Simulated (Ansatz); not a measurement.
Reactions of `O[SiH](Cl)C#C[SiH](Cl)Cl`.

Gas-phase electronic energies from Ansatz, PBE0-D4/def2-TZVP geometries. CBS: MP2 limit from def2 TZ/QZ plus the TZ coupled-cluster correction, frozen cores. This one scheme is used for every species. DFT in def2-TZVPP. One conformer a species, not always the lowest.

| reaction | CCSD(T)/CBS(def2) (kJ/mol) |
| --- | --- |
| `O[SiH](Cl)C#C[SiH](Cl)Cl` + HCl → `O[SiH](Cl)Cl` + `C#C[SiH](Cl)Cl` | -65 |
| `O[SiH](Cl)C#C[SiH](Cl)Cl` + `O[SiH](O)O` → `O[SiH](O)O[SiH](O)Cl` + `C#C[SiH](Cl)Cl` | -98 |
| `O[SiH](Cl)C#C[SiH](Cl)Cl` + `N[SiH](O)F` → `O[Si@H](F)N[Si@H](O)Cl` + `C#C[SiH](Cl)Cl` | ? |
| `O[SiH](Cl)C#C[SiH](Cl)Cl` + `Cl[SiH2]Cl` → `O[SiH](Cl)[SiH](Cl)Cl` + `C#C[SiH](Cl)Cl` | 48 |

Problem. Fill in the missing values. (Estimate.)

Solution. Computed: `O[SiH](Cl)C#C[SiH](Cl)Cl` + `N[SiH](O)F` → `O[Si@H](F)N[Si@H](O)Cl` + `C#C[SiH](Cl)Cl`: -45.9 kJ/mol.

Largest T1 diagnostic: 0.011, for `O[SiH](O)O[SiH](O)Cl`.
